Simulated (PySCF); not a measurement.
Predicted microwave data (PBE0/pcSseg-1 in PySCF (dipole) on a GFN2-xTB geometry, gas phase) for one isomer of C7H13PS:

```
Rotational constants : A = 2348, B = 754.4, C = 640.8 MHz
Dipole components    : |μa| = 1.22 D, |μb| = 0.26 D, |μc| = 0.09 D
Inertial defect      : -96.51 u·Å²
κ                    : -0.87
```

Question: Which structure is it? (One computed conformer of each.)
A. `[CH2:1]=[CH:2][C@@H:3]1[C@H:4]([CH2:5][CH3:6])[CH2:7][P@@H:8]1=[S:9]` with C1–C2–C3–C4 -127°, C3–C4–C5–C6 177°, C2–C3–C4–C5 33°, C3–C4–C7–P8 -21°, C4–C7–P8–S9 142°, C2–C3–P8–C7 99°
B. `[CH2:1]=[C:2]([CH3:3])[P:4]1[CH2:5][CH2:6][S:7][CH2:8][CH2:9]1` with C1–C2–P4–C5 -25°, C2–P4–C5–C6 -163°, P4–C5–C6–S7 73°, C5–C6–S7–C8 -63°, C6–S7–C8–C9 63°
C. `[CH2:1]=[CH:2][P:3]1(=[S:4])[CH2:5][CH2:6][CH2:7][CH2:8][CH2:9]1` with C1–C2–P3–S4 0°, C2–P3–C5–C6 165°, P3–C5–C6–C7 -63°, C5–C6–C7–C8 65°, C6–C7–C8–C9 -65°

Answer: B. It is C=C(C)P1CCSCC1, an asymmetric top, point group C1. The candidates at the same level (rigid rotor, commonest isotopes):

```csv
SMILES,A (MHz),B (MHz),C (MHz),μa (D),μb (D),μc (D),Δ (u·Å²),point group,rotor
C=C[C@@H]1[C@H](CC)C[P@@H]1=S,1697,783.4,592.2,4.47,0.21,1.44,-89.44,C1,asymmetric top
C=CP1(=S)CCCCC1,1847,897.8,829.8,1.39,4.07,0.00,-227.51,Cs,asymmetric top
C=C(C)P1CCSCC1,2348,754.4,640.8,1.22,0.26,0.09,-96.51,C1,asymmetric top
```

`C=CP1(=S)CCCCC1` has C 29 % too high; `C=C[C@@H]1[C@H](CC)C[P@@H]1=S` has A 28 % too low. No structure here is proved a minimum.
